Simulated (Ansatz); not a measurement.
Mulliken charges of CH₃F₃SeSn (`C[Se][Sn]([F])([F])[F]`) from B3LYP/def2-TZVPP in Ansatz (PBE0-D4/def2-TZVP geometry).

| atom | x (Å) | y (Å) | z (Å) | charge (e) |
| --- | --- | --- | --- | --- |
| C1 | -0.082 | -1.436 | 0.962 | -0.370 |
| Se2 | 1.427 | -0.734 | -0.083 | -0.132 |
| Sn3 | 0.230 | 1.259 | -0.910 | 1.406 |
| F4 | -1.322 | 0.865 | -1.930 | -0.458 |
| F5 | 1.283 | 2.396 | -1.998 | -0.453 |
| F6 | -0.464 | 2.358 | 0.474 | -0.459 |
| H7 | -0.371 | -0.730 | 1.736 | 0.163 |
| H8 | -0.917 | -1.679 | 0.311 | 0.163 |
| H9 | 0.305 | -2.345 | 1.420 | 0.140 |

Task: By hand: the dipole of these point charges (1 e Å = 4.8032 D).

Result: Σ q r = (0.235, -0.886, 0.479) e Å, of length 1.034 e Å = 4.97 D.

Task: How does the dipole of the full density compare? (Best estimate.)

Result: The calculation gave: (0.177, -0.834, 0.471) e Å, 4.68 D; the point charges give 1.06 times that, at 3° from its direction.

Point charges leave out the atoms' own dipoles, such as those of lone pairs, and Mulliken's split depends on the basis, so the close match here is no proof of good charges.

B3LYP here is the variant with VWN-RPA as its local correlation; programs differ in this.
